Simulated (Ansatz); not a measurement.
System: InCl₃, net charge 1, doublet state. 
Coordinates optimised at B3LYP-D3(BJ)/def2-TZVP (Ansatz, a first-principles code):
```xyz
4

In    -0.1621     0.1519    -0.1639
Cl     2.0754    -0.6327     0.1509
Cl    -0.1306    -1.1904     1.8155
Cl    -1.4776     1.3851    -1.4940
```
Charge +1, spin multiplicity 2.

Basis-set convergence of Hartree-Fock and MP2 correlation energies (hartree) with Ansatz. Correlated levels leave the core frozen unless marked. Open shells are spin-unrestricted. Spin-orbit coupling is left out. The frozen core is the preceding noble-gas configuration, with the filled d and f shells of earlier blocks. In def2 rows, elements after Kr have scalar-relativistic effective core potentials. The program attaches cautions to a run behind MP2/def2-SVPD: other roots. The program attaches cautions to a run behind MP2/def2-TZVPPD: other roots.

```csv
basis,functions,E(HF),"E(corr, MP2)"
def2-SVPD,113,-1567.06284,-0.46787
def2-TZVPPD,209,…,…
```

Problem. Some entries are withheld; supply them.

Solution. 
- def2-TZVPPD, E(HF): -1567.53034
- def2-TZVPPD, E(corr, MP2): -0.60516
